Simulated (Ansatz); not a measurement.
Computed with Ansatz on PBE0-D4/def2-TZVP structures; ΔE is electronic, products minus reactants. CCSD(T)/CBS is the MP2 limit (def2-TZVPP, def2-QZVPP) plus CCSD(T) − MP2 in def2-TZVPP, frozen cores. This one scheme is used for every species. DFT in def2-TZVPP. For Ge outer-core shells are correlated without core-valence functions, which leaves a few kJ/mol of doubt a bond. Scalar relativity is left out up to krypton. Each species was taken in one conformer, which may not be the lowest.

Consider the formal exchange of groups at a Ge–Cl bond: `[NH2][GeH2][Cl]` + `C=C[Si](N)(O)O` → `[NH2][GeH2][Si](N)(O)O` + `C=CCl`.

`[NH2][GeH2][Cl]`:

Cartesian coordinates in Å:
```
N 0.145 0.846 0.833
Ge -0.160 -0.193 -0.627
Cl 0.192 -2.306 -0.246
H 1.100 0.853 1.161
H -0.471 0.674 1.615
H 0.830 0.204 -1.725
H -1.636 -0.078 -1.011
```

`C=C[Si](N)(O)O`:

```xyz
13

C    -2.077    0.433    0.053
C    -0.901    0.989   -0.226
Si    0.708    0.079   -0.134
N     0.486   -1.268    0.899
O     1.274   -0.513   -1.564
O     1.813    1.209    0.306
H    -2.152   -0.604    0.368
H    -3.012    0.983   -0.021
H    -0.885    2.031   -0.540
H     0.078   -1.139    1.811
H     1.173   -2.005    0.914
H     0.765   -1.222   -1.957
H     2.729    1.028    0.091
```

`[NH2][GeH2][Si](N)(O)O`:

Cartesian coordinates in Å:
```
N -2.470 -0.246 0.072
Ge -0.946 -0.599 -0.922
Si 0.828 0.443 0.285
N 2.211 -0.533 0.116
O 0.364 0.610 1.855
O 1.136 1.986 -0.201
H -3.316 -0.647 -0.310
H -2.381 -0.555 1.031
H -0.690 -2.119 -1.137
H -1.205 -0.003 -2.321
H 3.075 -0.297 0.580
H 2.114 -1.529 0.002
H -0.161 1.389 2.054
H 1.440 2.100 -1.103
```

`C=CCl`:

```xyz
6

C     0.700    0.002   -0.235
C    -0.529    0.142    0.226
Cl   -1.703   -1.116    0.198
H     1.050   -0.927   -0.667
H     1.386    0.839   -0.185
H    -0.904    1.059    0.663
```

CCSD(T)/CBS gives +149.4 kJ/mol.

Another level gave +157.1 kJ/mol. Which?
A. PBE/def2-TZVPP
B. SCS-MP2/def2-TZVPP
C. r2SCAN-D4/def2-TZVPP
D. B2PLYP/def2-TZVPP

B. SCS-MP2/def2-TZVPP 157.1, r2SCAN-D4 144.8, B2PLYP 151.2, PBE 128.4 kJ/mol.

Largest T1 diagnostic among the species: 0.012.

From PBE to PBE0 (25 % exact exchange), in def2-TZVPP and without D4, ΔE moves by +12.2 kJ/mol. In def2-TZVPP, CCSD(T) changes the Hartree–Fock value by −26.1 kJ/mol (the triples alone add −3.4 kJ/mol) and MP2 by −21.1 kJ/mol.
